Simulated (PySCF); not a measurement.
Isomers of C6H4NP, mass 121.008 u with the commonest isotopes. Level of theory: PBE0/def2-SVPD in PySCF (dipole) on a GFN2-xTB geometry, gas phase. One conformer each, none proved a minimum here; rigid rotors.

Question: Order these by rotational constant A, largest first.
A. `N#Cc1ccpcc1`
B. `c1(ccccp1)C#N`
C. `c1ccnc(C#P)c1`

Answer: C (5929 MHz), A (5123 MHz), B (3631 MHz).

Question: Order these by dipole moment, largest first.
A. `N#Cc1ccccp1`
B. `P#Cc1ccccn1`
C. `N#Cc1ccpcc1`

Answer: A (5.44 D), C (3.12 D), B (2.94 D).

Question: Order these by rotational constant C, largest first.
A. `p1ccc(C#N)cc1`
B. `P#Cc1ccccn1`
C. `N#Cc1ccccp1`

Answer: C (1048 MHz), A (941.7 MHz), B (835.0 MHz).

| SMILES | point group | Ia (u·Å²) | Ib (u·Å²) | Ic (u·Å²) | κ | μa (D) | μb (D) | μc (D) |
| --- | --- | --- | --- | --- | --- | --- | --- | --- |
| N#Cc1ccpcc1 | C2v | 98.64 | 438.05 | 536.69 | -0.90 | 3.12 | 0.00 | 0.00 |
| N#Cc1ccccp1 | Cs | 139.19 | 342.94 | 482.14 | -0.67 | 5.29 | 1.29 | 0.00 |
| P#Cc1ccccn1 | Cs | 85.24 | 520.03 | 605.26 | -0.95 | 2.27 | 1.86 | 0.00 |
